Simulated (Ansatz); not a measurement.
Basis sets compared for Ge(vinyl)3(NEt2) (C₁₀H₁₉GeN). The state is a singlet with charge 0. Geometry PBE0-D4/def2-SVP. Ansatz on 4 threads of Intel Xeon on a shared host; times are rough, and most runs start from earlier orbitals.

```
atom   x (Å)   y (Å)   z (Å)
 Ge1  -0.689  -0.331  -0.019
  C2  -0.603  -2.234  -0.389
  C3  -1.173  -3.154   0.395
  H4  -0.069  -2.557  -1.291
  H5  -1.716  -2.875   1.306
  H6  -1.129  -4.226   0.166
  C7  -1.267  -0.069   1.826
  C8  -2.501   0.322   2.157
  H9  -0.536  -0.242   2.627
 H10  -3.268   0.510   1.396
 H11  -2.808   0.474   3.199
 C12  -1.951   0.552  -1.199
 C13  -2.800  -0.127  -1.977
 H14  -1.998   1.649  -1.204
 H15  -2.806  -1.223  -2.005
 H16  -3.528   0.378  -2.623
 N17   0.992   0.352  -0.325
 C18   2.132  -0.306   0.280
 C19   3.182  -0.747  -0.732
 C20   1.169   1.743  -0.680
 C21   1.032   2.727   0.478
 H22   1.781  -1.197   0.831
 H23   2.609   0.339   1.047
 H24   2.748  -1.458  -1.452
 H25   3.573   0.109  -1.305
 H26   4.036  -1.231  -0.234
 H27   2.160   1.869  -1.153
 H28   0.443   2.006  -1.469
 H29   0.022   2.682   0.918
 H30   1.751   2.503   1.283
 H31   1.214   3.762   0.148
```

Binding counts from free atoms (Ge triplet, C triplet, H doublet, N quartet) in the same basis, without a counterpoise term.

```tsv
level	functions	energy (Eh)	HOMO (eV)	LUMO (eV)	binding per atom (eV)	wall time
PBE-D4/def2-SVP	281	-2522.6977	-4.42	-1.20	4.30	4.3 s
PBE0-D4/def2-SVP	281	-2522.8236	-5.74	-0.19	4.25	8.5 s
```

**Question.** Estimate the rows for PBE-D4/def2-TZVP, PBE0-D4/def2-TZVP.

**Answer.** 
```json
{"level": "PBE-D4/def2-TZVP", "functions": "503", "energy (Eh)": "-2523.4472", "HOMO (eV)": "-4.55", "LUMO (eV)": "-1.40", "binding per atom (eV)": "4.27", "wall time": "9 s"}
{"level": "PBE0-D4/def2-TZVP", "functions": "503", "energy (Eh)": "-2523.5616", "HOMO (eV)": "-5.82", "LUMO (eV)": "-0.39", "binding per atom (eV)": "4.20", "wall time": "22 s"}
```
